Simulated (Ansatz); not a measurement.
Reaction (ligand exchange at a B–C bond): `CB(F)C=O` + CH₃OH → `COB(C)F` + `C=O`

Computed with Ansatz on PBE0-D4/def2-TZVP structures; ΔE is electronic, products minus reactants. CBS: MP2 limit from def2 TZ/QZ plus the TZ coupled-cluster correction, frozen cores. This one scheme is used for every species. Functionals use def2-TZVPP. B3LYP here is the variant with VWN-RPA as its local correlation; programs differ in this. Each species was taken in one conformer, which may not be the lowest.

`CB(F)C=O`:

Cartesian coordinates in Å:
```
C -1.155 -0.307 0.377
B -0.012 0.133 -0.575
F -0.229 0.369 -1.854
C 1.513 0.319 -0.072
O 2.393 0.714 -0.797
H -2.142 -0.293 -0.085
H -1.170 0.313 1.280
H -0.953 -1.325 0.735
H 1.755 0.078 0.992
```

CH₃OH:

```xyz
6

C    -0.121   -0.061    0.329
O    -0.184    0.320   -1.026
H    -1.121    0.065    0.744
H     0.569    0.567    0.908
H     0.170   -1.111    0.456
H     0.688    0.219   -1.412
```

`COB(C)F`:

Z-matrix (Å, degrees):
```
C
O 1 1.408
H 1 1.093 2 112.4
H 1 1.092 2 109.0 3 120.9
H 1 1.092 2 108.9 3 -120.8
B 2 1.348 1 123.8 3 -1.7
F 6 1.335 2 114.4 1 -180.0
C 6 1.569 2 126.0 1 0.1
H 8 1.090 6 111.3 2 -179.3
H 8 1.094 6 111.5 2 -58.6
H 8 1.094 6 111.4 2 60.1
```

`C=O`:

Cartesian coordinates in Å:
```
C -0.003 0.001 -0.003
O 0.771 -0.352 0.836
H 0.324 0.283 -1.024
H -1.093 0.067 0.192
```

Question: Is it downhill or uphill in electronic energy at CCSD(T)/CBS, and by how much? (Estimate.)

Answer: The calculation gave: Downhill: ΔE = -157.6 kJ/mol.

Question: What do these levels give: r2SCANh-D4, r2SCAN0-D4, CAM-B3LYP-D4, B3LYP, HF/def2-QZVPP, MP2/CBS(def2)? (Best estimate.)

Answer: Ansatz gave: r2SCANh-D4 -160.9, r2SCAN0-D4 -162.1, CAM-B3LYP-D4 -162.2, B3LYP -157.0, HF/def2-QZVPP -165.7, MP2/CBS(def2) -160.3 kJ/mol.

Largest T1 diagnostic among the species: 0.015.

From BLYP to BHLYP (50 % exact exchange), in def2-TZVPP and without D4, ΔE moves by −9.5 kJ/mol. In def2-TZVPP, CCSD(T) changes the Hartree–Fock value by +6.0 kJ/mol (the triples alone add +0.4 kJ/mol) and MP2 by +3.2 kJ/mol.
